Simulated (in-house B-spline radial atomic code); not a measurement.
Radial electron density of neutral arsenic, [Ar] 3d10 4s1 4p3 4f1. Computed with a radial B-spline atomic code at the basis-set limit: scalar-relativistic (X2C) PBE, spherical fractional occupations, Fermi nucleus of rms radius 4.0968 fm, inside a hard spherical wall at 4.71 bohr.

One-electron X2C: radii and densities carry no picture-change correction, so inner-shell <1/r> comes out high (for 1s by about 2 % at Z = 33, 5 % at 54, 10 % at 75, 30 % at 118) and <r> low.

Columns: r (bohr), 4πr²n(r) (electrons per bohr), bar.

```
 0.00157    1.036 #
  0.0019    1.439 #
  0.0023    1.991 ##
 0.00278    2.735 ###
 0.00337    3.752 ###
 0.00408      5.1 #####
 0.00493    6.848 ######
 0.00597    9.126 ########
 0.00722    11.98 ###########
 0.00874    15.49 ##############
  0.0106    19.68 ##################
  0.0128    24.29 #######################
  0.0155    29.23 ###########################
  0.0187    33.87 ###############################
  0.0227    37.85 ###################################
  0.0274    40.24 #####################################
  0.0332    40.66 ######################################
  0.0401    39.06 ####################################
  0.0486    36.14 ##################################
  0.0588    33.53 ###############################
  0.0711    33.08 ###############################
   0.086    35.93 #################################
   0.104    41.34 ######################################
   0.126    46.43 ###########################################
   0.152    47.38 ############################################
   0.184    42.41 #######################################
   0.223    33.56 ###############################
    0.27    26.26 ########################
   0.327    24.68 #######################
   0.395    27.88 ##########################
   0.478    30.77 #############################
   0.579    28.82 ###########################
     0.7    22.12 #####################
   0.847    14.04 #############
    1.03    7.721 #######
    1.24    4.516 ####
     1.5    3.229 ###
    1.82    2.756 ###
     2.2    2.362 ##
    2.66    1.859 ##
    3.22    1.241 #
    3.89   0.4855 
    4.66 0.002079
```

On this grid the curve has 3 maxima, near 0.0332, 0.152, 0.478 bohr.

The 4f radial function P(r) = rR(r), positive near the nucleus:

| r (bohr) | P |
| --- | --- |
| 0.152 | 0.0007742 |
| 0.223 | 0.002438 |
| 0.327 | 0.006973 |
| 0.478 | 0.01816 |
| 0.7 | 0.04497 |
| 1.03 | 0.1105 |
| 1.5 | 0.2574 |
| 2.2 | 0.5381 |
| 3.22 | 0.7426 |
| 4.66 | 0.03762 |
